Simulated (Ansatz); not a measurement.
Gas-phase electronic energies from Ansatz, PBE0-D4/def2-TZVP geometries. CBS: MP2 limit from def2 TZ/QZ plus the TZ coupled-cluster correction, frozen cores. This one scheme is used for every species. DFT in def2-TZVPP. def2 core potentials past Kr. For Sn outer-core shells are correlated without core-valence functions, which leaves a few kJ/mol of doubt a bond. One conformer a species, not always the lowest.

`[OH][SnH2][OH]` + HCl → `[OH][SnH2][Cl]` + H₂O  (ligand exchange at the Sn–O bond)

`[OH][SnH2][OH]`:

```xyz
7

O     1.326    0.434   -0.944
Sn   -0.476    0.274   -0.186
O    -0.369   -0.984    1.317
H     1.972    0.772   -0.319
H    -0.981    1.723    0.545
H    -1.393   -0.358   -1.470
H    -0.079   -1.861    1.057
```

HCl:

Cartesian coordinates in Å:
```
Cl 0.548 0.282 -0.170
H -0.548 -0.282 0.170
```

`[OH][SnH2][Cl]`:

Cartesian coordinates in Å:
```
O -0.637 0.047 1.407
Sn 0.415 -0.161 -0.225
Cl -1.097 -0.195 -1.998
H -1.234 0.799 1.387
H 1.410 1.195 -0.480
H 1.143 -1.684 -0.090
```

H₂O:

Cartesian coordinates in Å:
```
O -0.160 -0.312 -0.169
H 0.773 -0.101 -0.100
H -0.613 0.412 0.269
```

| level | ΔE (eV) |
| --- | --- |
| LDA (SPW92) | -0.69 |
| revPBE-D4 | -0.71 |

Question: What does CCSD(T)/CBS give? (Estimate.)

Answer: Ansatz gave: -0.73 eV. The listed levels differ from it by 0.04, 0.02 eV.

Largest T1 diagnostic among the species: 0.014.

From r2SCAN to r2SCAN0 (25 % exact exchange), in def2-TZVPP and without D4, ΔE moves by −0.05 eV. In def2-TZVPP, CCSD(T) changes the Hartree–Fock value by +0.14 eV (the triples alone add +0.02 eV) and MP2 by +0.11 eV. At CCSD(T), def2-SVP lies +0.05 eV from the extrapolated value and def2-TZVPP +0.06 eV.
